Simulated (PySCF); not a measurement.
F4MoO, charge -1, doublet, at a GFN2-xTB geometry (such geometries of metal compounds can be far from the true shape) (the multiplicity is a formal guess) (core potentials on Mo), with bond 5-1 at 1.25 times its length; HF/def2-SVP (PySCF).

The PySCF input:
```python
from pyscf import gto, scf

mol = gto.M(
    atom='''
Mo    0.00171657   -0.11887051    0.10250611
O     1.05277088   -0.77685335    1.15613724
F    -1.29992381    0.47094715   -1.00978493
F     0.44951875    1.77144445    0.36225222
F     1.55980872    0.41430218   -1.71135284
F    -1.34159221   -1.30479386    0.49007434
''',
    basis='def2-svp',
    ecp={'Mo': 'def2-svp'},
    charge=-1,
    spin=1,
    verbose=5,
)

mf = scf.UHF(mol)
mf.kernel()
mo_i, mo_e, stable_i, stable_e = mf.stability(internal=True, external=True, return_status=True, nroots=6, tol=1e-6)
print('internally stable:', stable_i, ' externally stable:', stable_e)
if not stable_i:
    umf = mf.copy()
    umf.scf_summary = {}
    umf.kernel(umf.make_rdm1(mo_i, mf.mo_occ))
```

Question: What does PySCF print? Leave out banner, timings and long lists.

Answer: 
```
PySCF version 2.14.0

[INPUT] verbose = 5
[INPUT] max_memory = 4000
[INPUT] num. atoms = 6
[INPUT] num. electrons = 59
[INPUT] charge = -1
[INPUT] spin (= nelec alpha-beta = 2S) = 1
[INPUT] symmetry False subgroup None
[INPUT] Mole.unit = angstrom
[INPUT] Symbol           X                Y                Z      unit          X                Y                Z       unit  Magmom
[...]
[INPUT] ---------------- BASIS SET ----------------
[INPUT] l, kappa, [nprim/nctr], expnt,             c_1 c_2 ...
[INPUT] Mo
[...]
                                5.052295          1.6074095756
                                2.913533          0.27804186088
[...]
                                2.453482          0.7644288787
                                0.8503019218      0.6480858564
                                0.36918237179     0.26792115234
[...]
                                1.7736823324      0.20958680086
                                0.76950591696     0.43730880599
                                0.31530878939     0.41123927009
[...]
[INPUT] O
[...]
                                340.87010191      -0.03989003923
                                77.363135167      -0.17853911985
                                21.47964494       -0.46427684959
                                6.6589433124      -0.44309745172
[...]
                                3.863550544       0.23094120765
                                1.0480920883      0.51375311064
[...]
[INPUT] F
[...]
                                435.4193912       -0.039904258866
                                98.843328866      -0.17912768038
                                27.485198001      -0.46758090825
                                8.5405498171      -0.4465313102
[...]
                                4.9872339257      -0.23754317067
                                1.3491613954      -0.51287353587
[...]
nuclear repulsion = 311.07055192786
number of shells = 41
number of NR pGTOs = 177
number of NR cGTOs = 101
basis = def2-svp
ecp = {'Mo': 'def2-svp'}

******** <class 'pyscf.scf.uhf.UHF'> ********
method = UHF
initial guess = minao
damping factor = 0
level_shift factor = 0
DIIS = <class 'pyscf.scf.diis.CDIIS'>
diis_start_cycle = 1
diis_space = 8
diis_damp = 0
SCF conv_tol = 1e-09
SCF conv_tol_grad = None
SCF max_cycles = 50
direct_scf = True
direct_scf_tol = 1e-13
number electrons alpha = 30  beta = 29
Set gradient conv threshold to 3.16228e-05
Density of valence part of ANO basis will be used as initial guess for Mo
E1 = -1373.89300342931  E2 = 531.9550714703827  Ecoul = 585.1387143433802  Exc = -53.18364287299755
init E= -530.867380031068
cond(S) = 341.9954984997793

  alpha mo_energy =
[-2.66897955e+01 -2.66862460e+01 -2.66660880e+01 -2.66169467e+01
 -2.10182202e+01 -3.27458026e+00 -2.30512641e+00 -2.20160082e+00
 -2.11512934e+00 -1.87776834e+00 -1.85564151e+00 -1.80177689e+00
 -1.77112176e+00 -1.52148363e+00 -9.82753935e-01 -9.54642337e-01
 -9.30800542e-01 -9.23855360e-01 -9.11456894e-01 -8.76941126e-01
 -8.68821467e-01 -8.63320897e-01 -8.44633652e-01 -8.20883015e-01
 -8.07211940e-01 -8.00442843e-01 -7.61524727e-01 -7.45620872e-01
 -6.87330120e-01 -3.26422228e-01 -3.01783621e-01 -2.71012138e-01
 -2.48565673e-01 -9.24732447e-02 -5.09252915e-02 -2.82298694e-02
 -2.22753730e-02 -1.67592009e-02  2.16043712e-01  2.47347392e-01
  2.70573490e-01  2.81147653e-01  3.12122750e-01  3.17833551e-01
  3.31623384e-01  3.54431224e-01  3.96657716e-01  9.80364763e-01
  1.02312180e+00  1.04023948e+00  1.13935706e+00  1.16445119e+00
  1.17047251e+00  1.18291382e+00  1.21815718e+00  1.24554224e+00
  1.27527167e+00  1.27990801e+00  1.31000545e+00  1.32359386e+00
  1.37027169e+00  1.40628213e+00  1.42728016e+00  1.44286066e+00
  1.47111501e+00  1.47997601e+00  1.51824179e+00  1.53918665e+00
  1.57365238e+00  1.61007219e+00  1.73995650e+00  1.78616866e+00
  1.91992077e+00  2.00323172e+00  2.12821763e+00  2.63958784e+00
  2.64082127e+00  2.83734839e+00  2.84353163e+00  3.05291308e+00
  3.11171584e+00  3.11472928e+00  3.11764982e+00  3.12275588e+00
  3.13710819e+00  3.14892300e+00  3.15336300e+00  3.16121518e+00
  3.18001785e+00  3.18523390e+00  3.18832365e+00  3.19181618e+00
  3.20194971e+00  3.22755035e+00  3.23792262e+00  3.24873408e+00
  3.30667964e+00  3.34455530e+00  3.43528169e+00  3.46007946e+00
  3.93969753e+01]
  beta  mo_energy =
[-2.66897955e+01 -2.66862460e+01 -2.66660880e+01 -2.66169467e+01
 -2.10182202e+01 -3.27458026e+00 -2.30512641e+00 -2.20160082e+00
 -2.11512934e+00 -1.87776834e+00 -1.85564151e+00 -1.80177689e+00
 -1.77112176e+00 -1.52148363e+00 -9.82753935e-01 -9.54642337e-01
 -9.30800542e-01 -9.23855360e-01 -9.11456894e-01 -8.76941126e-01
 -8.68821467e-01 -8.63320897e-01 -8.44633652e-01 -8.20883015e-01
 -8.07211940e-01 -8.00442843e-01 -7.61524727e-01 -7.45620872e-01
 -6.87330120e-01 -3.26422228e-01 -3.01783621e-01 -2.71012138e-01
 -2.48565673e-01 -9.24732447e-02 -5.09252915e-02 -2.82298694e-02
 -2.22753730e-02 -1.67592009e-02  2.16043712e-01  2.47347392e-01
  2.70573490e-01  2.81147653e-01  3.12122750e-01  3.17833551e-01
  3.31623384e-01  3.54431224e-01  3.96657716e-01  9.80364763e-01
  1.02312180e+00  1.04023948e+00  1.13935706e+00  1.16445119e+00
  1.17047251e+00  1.18291382e+00  1.21815718e+00  1.24554224e+00
  1.27527167e+00  1.27990801e+00  1.31000545e+00  1.32359386e+00
  1.37027169e+00  1.40628213e+00  1.42728016e+00  1.44286066e+00
  1.47111501e+00  1.47997601e+00  1.51824179e+00  1.53918665e+00
  1.57365238e+00  1.61007219e+00  1.73995650e+00  1.78616866e+00
  1.91992077e+00  2.00323172e+00  2.12821763e+00  2.63958784e+00
  2.64082127e+00  2.83734839e+00  2.84353163e+00  3.05291308e+00
  3.11171584e+00  3.11472928e+00  3.11764982e+00  3.12275588e+00
  3.13710819e+00  3.14892300e+00  3.15336300e+00  3.16121518e+00
  3.18001785e+00  3.18523390e+00  3.18832365e+00  3.19181618e+00
  3.20194971e+00  3.22755035e+00  3.23792262e+00  3.24873408e+00
  3.30667964e+00  3.34455530e+00  3.43528169e+00  3.46007946e+00
  3.93969753e+01]
[...]
converged SCF energy = -539.870934911573  <S^2> = 0.8447701  2S+1 = 2.0926252
<class 'pyscf.scf.uhf.UHF'> wavefunction is stable in the internal stability analysis
[...]
davidson 24 14  |r|= 0.00181  e= [0.03939976 0.08576521 0.10216008 0.1088064  0.16661465 0.20732813]  max|de|= -4.74e-06  lindep= 0.693
davidson 25 15  |r|= 0.00111  e= [0.03939976 0.08576521 0.10216008 0.1088064  0.16661464 0.20732478]  max|de|= -3.35e-06  lindep= 0.842
davidson 26 16  |r|= 0.000703  e= [0.03939976 0.08576521 0.10216008 0.1088064  0.16661464 0.20732363]  max|de|= -1.15e-06  lindep= 0.842
[...]
converged 27 17  |r|= 0.000631  e= [0.03939976 0.08576521 0.10216008 0.1088064  0.16661464 0.20732306]  max|de|= -5.7e-07
uhf_real2complex: lowest eigs of H = [0.03939976 0.08576521 0.10216008 0.1088064  0.16661464 0.20732306]
<class 'pyscf.scf.uhf.UHF'> wavefunction is stable in the real -> complex stability analysis
davidson 0 1  |r|= 1.28  e= [1.08064378]  max|de|= 1.08  lindep= 0.997
Old state -> New state
    0     ->     1
davidson 1 2  |r|= 1.28  e= [0.84887875 1.08306761]  max|de|= 0.849  lindep= 0.999
Old state -> New state
    1     ->     0
    0     ->     1
    0     ->     2
    1     ->     3
davidson 2 4  |r|= 1.28  e= [0.60494391 0.66306517 0.84892457 1.08778068]  max|de|= 0.663  lindep= 0.998
Old state -> New state
    0     ->     1
    0     ->     2
    1     ->     3
    0     ->     4
    1     ->     5
davidson 3 8  |r|= 0.172  e= [0.31707093 0.34180133 0.3743488  0.37733158 0.61130023 0.66382188]  max|de|= 0.377  lindep= 0.951
Old state -> New state
    2     ->     1
    1     ->     2
    1     ->     3
    3     ->     4
    0     ->     5
davidson 4 14  |r|= 0.194  e= [0.14981818 0.22465737 0.27114928 0.30679494 0.33125116 0.4296419 ]  max|de|= 0.307  lindep= 0.959
Old state -> New state
    1     ->     0
    0     ->     1
    3     ->     2
    2     ->     3
    2     ->     4
    1     ->     5
davidson 5 20  |r|= 0.212  e= [0.05010895 0.08588286 0.14649116 0.19183737 0.20824147 0.31235379]  max|de|= 0.208  lindep= 0.935
Old state -> New state
    2     ->     1
    1     ->     2
davidson 6 26  |r|= 0.165  e= [0.01727406 0.05974377 0.06760869 0.12571437 0.13495657 0.22985949]  max|de|= -0.0867  lindep= 0.913
Old state -> New state
    4     ->     3
    3     ->     4
davidson 7 32  |r|= 0.173  e= [0.0051235  0.04470003 0.05491338 0.09471913 0.11123009 0.15752731]  max|de|= -0.0723  lindep=  0.9
davidson 8 6  |r|= 0.173  e= [0.0051235  0.04470003 0.05491338 0.09471913 0.11123009 0.15752731]  max|de|= 1.49e-15  lindep= 0.993
davidson 9 12  |r|= 0.101  e= [0.00197689 0.0412036  0.04982872 0.08484909 0.10602719 0.12774666]  max|de|= -0.0298  lindep= 0.87
davidson 10 18  |r|= 0.0571  e= [0.00045564 0.03899802 0.04616207 0.08039451 0.10071116 0.11563464]  max|de|= -0.0121  lindep= 0.858
davidson 11 24  |r|= 0.0479  e= [6.17643819e-05 3.83905751e-02 4.45715466e-02 7.85356633e-02
 9.62073887e-02 1.10374862e-01]  max|de|= -0.00526  lindep= 0.863
davidson 12 30  |r|= 0.0457  e= [5.60799185e-06 3.82722698e-02 4.42000753e-02 7.77281598e-02
 9.41525342e-02 1.05785691e-01]  max|de|= -0.00459  lindep= 0.883
davidson 13 6  |r|= 0.0457  e= [5.60799185e-06 3.82722698e-02 4.42000753e-02 7.77281598e-02
 9.41525342e-02 1.05785691e-01]  max|de|= -1.17e-15  lindep= 0.997
davidson 14 12  |r|= 0.028  e= [3.40365022e-07 3.82556867e-02 4.41519146e-02 7.75409575e-02
 9.37062978e-02 1.04383844e-01]  max|de|= -0.0014  lindep= 0.839
[...]
davidson 15 18  |r|= 0.0146  e= [-6.47245141e-07  3.82505484e-02  4.41410235e-02  7.74670523e-02
  9.35648690e-02  1.03926151e-01]  max|de|= -0.000458  lindep= 0.819
[...]
davidson 16 23  |r|= 0.00935  e= [-7.60175429e-07  3.82495516e-02  4.41393185e-02  7.74427400e-02
  9.35353706e-02  1.03801132e-01]  max|de|= -0.000125  lindep= 0.832
[...]
davidson 17 27  |r|= 0.00853  e= [-7.74209148e-07  3.82494314e-02  4.41390519e-02  7.74341358e-02
  9.35277399e-02  1.03744339e-01]  max|de|= -5.68e-05  lindep= 0.787
davidson 18 6  |r|= 0.00853  e= [-7.74209149e-07  3.82494314e-02  4.41390519e-02  7.74341358e-02
  9.35277399e-02  1.03744339e-01]  max|de|= -6.66e-16  lindep= 0.999
davidson 19 9  |r|= 0.00928  e= [-7.77880128e-07  3.82494008e-02  4.41389772e-02  7.74307848e-02
  9.35243952e-02  1.03709117e-01]  max|de|= -3.52e-05  lindep= 0.839
davidson 20 12  |r|= 0.00954  e= [-7.79680712e-07  3.82493787e-02  4.41389157e-02  7.74285136e-02
  9.35189927e-02  1.03667818e-01]  max|de|= -4.13e-05  lindep= 0.741
davidson 21 15  |r|= 0.00895  e= [-7.79910717e-07  3.82493690e-02  4.41388920e-02  7.74270499e-02
  9.35128943e-02  1.03615302e-01]  max|de|= -5.25e-05  lindep= 0.773
[...]
davidson 22 18  |r|= 0.00671  e= [-7.80105035e-07  3.82493654e-02  4.41388876e-02  7.74264722e-02
  9.35093291e-02  1.03573205e-01]  max|de|= -4.21e-05  lindep= 0.654
davidson 23 20  |r|= 0.00388  e= [-7.80138959e-07  3.82493637e-02  4.41388869e-02  7.74262687e-02
  9.35079416e-02  1.03532771e-01]  max|de|= -4.04e-05  lindep= 0.798
[...]
davidson 24 22  |r|= 0.00354  e= [-7.80156844e-07  3.82493624e-02  4.41388868e-02  7.74262529e-02
  9.35076888e-02  1.03520460e-01]  max|de|= -1.23e-05  lindep= 0.832
davidson 25 23  |r|= 0.00355  e= [-7.80363084e-07  3.82493579e-02  4.41388868e-02  7.74262528e-02
  9.35075987e-02  1.03508867e-01]  max|de|= -1.16e-05  lindep= 0.818
davidson 26 24  |r|= 0.00175  e= [-7.80415659e-07  3.82493546e-02  4.41388868e-02  7.74262524e-02
  9.35075584e-02  1.03503441e-01]  max|de|= -5.43e-06  lindep= 0.815
davidson 27 25  |r|= 0.000756  e= [-7.80432898e-07  3.82493542e-02  4.41388868e-02  7.74262518e-02
  9.35075489e-02  1.03502284e-01]  max|de|= -1.16e-06  lindep= 0.812
[...]
converged 28 26  |r|= 0.000422  e= [-7.80433589e-07  3.82493535e-02  4.41388867e-02  7.74262512e-02
  9.35075476e-02  1.03501987e-01]  max|de|= -2.96e-07
uhf_external: lowest eigs of H = [-7.80433589e-07  3.82493535e-02  4.41388867e-02  7.74262512e-02
  9.35075476e-02  1.03501987e-01]
<class 'pyscf.scf.uhf.UHF'> wavefunction is stable in the UHF/UKS -> GHF/GKS stability analysis
internally stable: True  externally stable: True
```
